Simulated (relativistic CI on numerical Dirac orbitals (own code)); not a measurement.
**Ni⁴⁺ in a cubic cluster: 3p photoemission with charge transfer**

Computed with a charge-transfer multiplet model of a cubic metal-ligand cluster with up to 3 ligand holes, Slater and spin-orbit integrals from Dirac-Coulomb-Breit ions, Slater integrals scaled by 0.8. The parameters are those of a tetrahedral site (10Dq negative, t2 hopping the larger). The ground state mixes d6 with configurations of k ligand holes L, whose averages lie at kΔ + k(k − 1)U_dd/2; a core hole lowers each added d electron by U_cd. 300 K, Lorentzian 0.9 eV and Gaussian 0.8 eV FWHM.

Atomic integrals in eV (Slater integrals scaled, ζ unscaled), ground: F2dd 11.354, F4dd 7.124, zeta_d 0.099; with the core hole: F2dd 12.080, F4dd 7.613, zeta_d 0.106, zeta_core 1.544, F2cd 12.424, G1cd 15.174, G3cd 9.382.

Cluster parameters (eV): Δ = -1.5, U_cd = 8.3, 10Dq = -0.35, 10Dq(ligand) = 0, V(eg) = 1.68, V(t2g) = -2.85, final-state hopping factor = 1.

```tsv
Case	n_d	d6	d7L	d8L2	d9L3	S
U_dd = 4.8 eV	6.94	0.28	0.52	0.18	0.02	1.96
U_dd = 6.9 eV	6.82	0.33	0.54	0.13	0.01	1.98
U_dd = 7.6 eV	6.79	0.34	0.54	0.12	0.01	1.98
```

Weights, n_d and S are thermal averages at 300 K. Binding energies count from the first peak over 30 % of the highest in each spectrum, which can be another peak from case to case. The parameters are a model scan and need not match a compound or its usual spin state. Peaks in eV (height, largest 100):
- U_dd = 4.8 eV: 0.0 (100), 8.0 (47), 11.7 (27), 15.4 (25), 18.7 (18), 22.8 (11), 25.3 (19), 32.0 (7), 34.3 (7)
- U_dd = 6.9 eV: 0.0 (100), 5.0 (34), 6.5 (35), 8.0 (39), 12.0 (25), 16.5 (23), 19.6 (17), 21.5 (14), 27.3 (20), 34.1 (7)
- U_dd = 7.6 eV: 0.0 (100), 4.7 (35), 6.4 (33), 8.1 (36), 12.1 (24), 16.8 (21), 18.9 (18), 22.6 (11), 27.8 (18), 34.3 (7)

Curve for U_dd = 4.8 eV (points under 2 left out, the grid thinned):

```csv
E (eV),Intensity
-4.6,2.3
-3.6,3.5
-2.6,6.4
-1.6,17.4
-0.7,65.6
0.3,95.6
1.3,66.0
2.3,39.6
3.3,30.3
4.3,28.5
5.2,31.8
6.2,38.0
7.2,41.7
8.2,46.1
9.2,36.2
10.2,27.8
11.1,26.9
12.1,26.9
13.1,24.4
14.1,22.2
15.1,24.6
16.1,22.4
17.1,18.3
18.0,17.4
19.0,17.6
20.0,14.3
21.0,11.1
22.0,10.5
23.0,11.4
23.9,11.8
24.9,17.6
25.9,17.4
26.9,12.4
27.9,5.7
28.9,3.3
29.8,2.8
30.8,4.6
31.8,7.1
32.8,6.3
33.8,6.8
34.8,6.4
35.7,3.5
41.7,2.5
42.7,2.3
43.7,2.2
```

For the case U_dd = 6.9 eV, Δ = -1.5 eV is smaller than U_dd = 6.9 eV, the charge-transfer side of the Zaanen-Sawatzky-Allen scheme (negative Δ: between configuration averages a ligand hole costs less than the nominal valence; multiplet and field energies can change this for the lowest states). With the core hole the average of the configuration with one ligand hole lies at Δ − U_cd = -9.8 eV before mixing: it lies below the unscreened one, so the lowest final states are mostly screened and the unscreened weight appears at higher binding energy as a satellite.

With at most 3 ligand holes the space is cut while the next configuration still counts, so covalency is underestimated, and a final configuration with one more ligand hole, which can lie low, is missing from the spectra.
